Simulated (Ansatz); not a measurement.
Input for Ansatz (an electronic-structure program): R-RI-MP2/aug-cc-pVTZ on GeH4 (SMILES [GeH4]) with ghost functions. Files ending in .json are basis or fitting sets from the Basis Set Exchange. The run froze 14 orbitals, filled d shells among them.

Ansatz 0.2 input:
```yaml
crystal:
  periodic: [false, false, false]
  atoms:
    - {symbol: Ge, position_ang: [-0.26466513, 0.02817324, 4.11481828]}
    - {symbol: H, position_ang: [-0.59783964, -0.29898185, 5.58303959]}
    - {symbol: H, position_ang: [-0.24662593, -1.29246968, 3.32676341]}
    - {symbol: H, position_ang: [1.11450060, 0.69451575, 4.05089943]}
    - {symbol: H, position_ang: [-1.34320281, 0.96042205, 3.55155316]}
basis:
  gaussian:
    orbitals: aug-cc-pVTZ
    fitting: {mean_field: def2-universal-JKFIT, correlation: aug-cc-pVTZ-RIFIT.json}
    ghost_atoms:
      - {symbol: C, position_ang: [0.49125447, -0.57724568, 0.39054414]}
      - {symbol: O, position_ang: [0.43459162, 0.47642369, 0.96143741]}
      - {symbol: H, position_ang: [0.72649524, -0.64477595, -0.68852333]}
      - {symbol: H, position_ang: [0.31122916, -1.53524066, 0.91435498]}
magnetization: {spin_polarized: false}
correlation: {method: mp2, electrons: outside_noble_gas}
scf: {lower_state_search: off}
```

Program output:

```
WARN ansatz: RAYON_NUM_THREADS=1 ignored (pool sized by the plan → 1); use --threads N
Functional definition: HF
these checks for a lower state are left out or cut short: stability, starts, cluster_reference, orbital_swaps, neighbouring_geometries, increment
integrals: 0.34 GiB planned
526 factors; integrals over basis functions are off by at most 1.1e0 eV
mean field: 0.56 GiB planned
mean field evaluation 1: about -56537.0425 eV, gradient 9.7e0 eV
mean field evaluation 2: about -56537.5381 eV, gradient 2.9e0 eV
mean field evaluation 4: about -56537.5892 eV, gradient 1.8e-1 eV
mean field -56537.58935611 eV, -2077.7180862825 hartree, gradient 1.8e-6 eV, S^2 0.000000; 0 other end points of the search recorded, 0 dependent functions left out
14 core orbitals not correlated
679 factors; their error is unknown
reference -56537.58935611 eV, -2077.7180862825 hartree; 4, 4 occupied and 271, 271 virtual orbitals, 679 factors
second order -3.84488468 eV of doubles, -0.00000000 eV of singles
Total energy: -56541.43424078 eV, -2077.8593831882 hartree
Checks for a lower state left out: stability, starts, cluster_reference, orbital_swaps, neighbouring_geometries, increment
```

The calculation finished and met its thresholds.

Cost: roughly 2.7 core-seconds.
